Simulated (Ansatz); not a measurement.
One geometry of Si₅Te₃, several levels of theory.

```yaml
crystal:
  periodic: [false, false, false]
  atoms:
    - {symbol: Si, position_ang: [0.180991, 0.893709, -0.811410]}
    - {symbol: Si, position_ang: [1.285003, 2.125653, 1.013661]}
    - {symbol: Si, position_ang: [-1.201271, -0.909160, -1.457497]}
    - {symbol: Si, position_ang: [-1.703000, 1.174444, -2.144967]}
    - {symbol: Si, position_ang: [1.404297, -1.193273, -0.417773]}
    - {symbol: Te, position_ang: [-0.443832, -3.106892, -0.686023]}
    - {symbol: Te, position_ang: [-0.856350, 1.360879, 2.370930]}
    - {symbol: Te, position_ang: [1.334151, -0.345352, 2.133080]}
basis:
  gaussian: {orbitals: def2-TZVP, initial_orbitals: start.molden}
hamiltonian: {xc: pbe, dispersion: d4}
scf: {omitted_lower_state_checks: [starts]}
output: {forces: true, orbitals: {seedname: orbitals}}
```

The file start.molden holds the orbitals of an earlier run on this structure, at another level or in another basis.

```sh
$ ansatz run in.yaml --threads 4 --pin off --events-out ev --progress --plain --max-ram 8704MiB
```

Shortened log:

```
Functional definition: PBE
2418 factors; their error is unknown
mean field evaluation 1: about -61251.3760 eV, gradient 1.5e1 eV
mean field evaluation 2: about -61251.5949 eV, gradient 3.3e-1 eV
mean field evaluation 4: about -61251.2020 eV, gradient 9.2e-1 eV
mean field evaluation 8: about -61251.2023 eV, gradient 2.4e-5 eV
mean field -61251.20229860 eV, -2250.9401669174 hartree, gradient 2.4e-5 eV, S^2 0.000000; 0 other end points of the search recorded, 0 dependent functions left out
reference -61251.20234185 eV, -2250.9401685070 hartree; 71, 71 occupied and 264, 264 virtual orbitals, 2418 factors
Total energy: -61252.12822749 eV, -2250.9741941766 hartree
Atom 0 at     0.180991     0.893709    -0.811410 Å, force    -0.063707    -0.071642     0.070790 eV/Å
Atom 1 at     1.285003     2.125653     1.013661 Å, force    -0.130457    -0.216111     0.045976 eV/Å
Atom 2 at    -1.201271    -0.909160    -1.457497 Å, force     0.146958     0.052749     0.023235 eV/Å
Atom 3 at    -1.703000     1.174444    -2.144967 Å, force     0.099060    -0.121991     0.089931 eV/Å
Atom 4 at     1.404297    -1.193273    -0.417773 Å, force    -0.165890     0.063463     0.053394 eV/Å
Atom 5 at    -0.443832    -3.106892    -0.686023 Å, force     0.013743     0.149313    -0.022848 eV/Å
Atom 6 at    -0.856350     1.360879     2.370930 Å, force     0.265516    -0.069921    -0.091904 eV/Å
Atom 7 at     1.334151    -0.345352     2.133080 Å, force    -0.165222     0.214141    -0.168574 eV/Å
Dipole moment:     0.056101    -0.111248     0.103979 e Å
Checks for a lower state left out: starts
```

Run time 10 s (4 threads of Arm Neoverse V1 on a shared host), peak host memory 0.82 GiB.

First input, but with `hamiltonian: {xc: {name: r2SCANh}, dispersion: d4}`, `output: {orbitals: {seedname: orbitals}}` (abridged; 29 s):

```
Functional definition: r2SCANh
mean field -61274.62451241 eV, -2251.8009173990 hartree, gradient 2.1e-5 eV, S^2 0.000000
Total energy: -61274.85770323 eV, -2251.8094870036 hartree
Checks for a lower state left out: starts
```

The first input with `gaussian: {orbitals: def2-SVP, initial_orbitals: start.molden}`, `correlation: {method: ccsd_t}`, `output: {orbitals: {seedname: orbitals}}` and without the key `hamiltonian` (abridged; 90 s):

```
Functional definition: HF
mean field -61093.78442839 eV, -2245.1551668889 hartree, gradient 3.6e-6 eV, S^2 0.000000
37 core orbitals not correlated: weight in the atoms' cores, before any rotation towards them, 1.000 or more for the frozen orbitals, at most 0.000 for the correlated occupied ones
second order -22.48492717 eV of doubles, -0.00000000 eV of singles
cycle   1  -22.00317790 eV  change    4.8e-1 eV  update   2.2e-1
cycle   2  -22.98028109 eV  change   -9.8e-1 eV  update   7.8e-2
cycle   3  -23.22832958 eV  change   -2.5e-1 eV  update   4.1e-2
cycle   4  -23.21002471 eV  change    1.8e-2 eV  update   1.4e-2
cycle   5  -23.20784421 eV  change    2.2e-3 eV  update   8.6e-3
cycle   6  -23.20950626 eV  change   -1.7e-3 eV  update   3.3e-3
cycle   7  -23.20789465 eV  change    1.6e-3 eV  update   1.6e-3
cycle   8  -23.20813486 eV  change   -2.4e-4 eV  update   6.2e-4
cycle   9  -23.20855907 eV  change   -4.2e-4 eV  update   3.0e-4
cycle  10  -23.20846651 eV  change    9.3e-5 eV  update   1.4e-4
cycle  11  -23.20843709 eV  change    2.9e-5 eV  update   8.1e-5
perturbative correction -1.60518691 eV, -0.0589895309 hartree
Total energy: -61118.59805239 eV, -2246.0670507515 hartree
Checks for a lower state left out: starts
```

First input, but with `hamiltonian: {xc: r2scan, dispersion: d4}`, `output: {orbitals: {seedname: orbitals}}` (abridged; 19 s):

```
Functional definition: r2SCAN
mean field -61275.95051854 eV, -2251.8496472253 hartree, gradient 2.0e-5 eV, S^2 0.000000
Total energy: -61276.15072519 eV, -2251.8570046839 hartree
Checks for a lower state left out: starts
```

As the first input, with `hamiltonian: {xc: pbe0, dispersion: d4}`, `output: {orbitals: {seedname: orbitals}}` (abridged; 22 s):

```
Functional definition: PBE0
mean field -61255.41835230 eV, -2251.0951040331 hartree, gradient 2.2e-5 eV, S^2 0.000000
Total energy: -61256.23908310 eV, -2251.1252653338 hartree
Checks for a lower state left out: starts
```

First input, but with `hamiltonian: {xc: {name: B2PLYP}}` and without the key `output` (abridged; 35 s):

```
Functional definition: B2PLYP
mean field -61222.27177648 eV, -2249.8769898395 hartree, gradient 3.2e-6 eV, S^2 0.000000
37 core orbitals not correlated: weight in the atoms' cores, before any rotation towards them, 1.000 or more for the frozen orbitals, at most 0.000 for the correlated occupied ones
second order -64.93437841 eV of doubles, -0.00000000 eV of singles
Total energy: -61239.80423719 eV, -2250.5212958866 hartree
Checks for a lower state left out: starts
```

Geometry: PBE-D4/def2-SVP.

In the def2 sets Te takes a core potential; there is no spin–orbit coupling. Correlated methods freeze 37 core orbitals; core or outer-core shells of Te are correlated, in sets that lack core-valence functions. Another isomer (singlet) lies 1.34 eV lower at PBE0-D4/def2-TZVP; other spin states weren't run for this one.
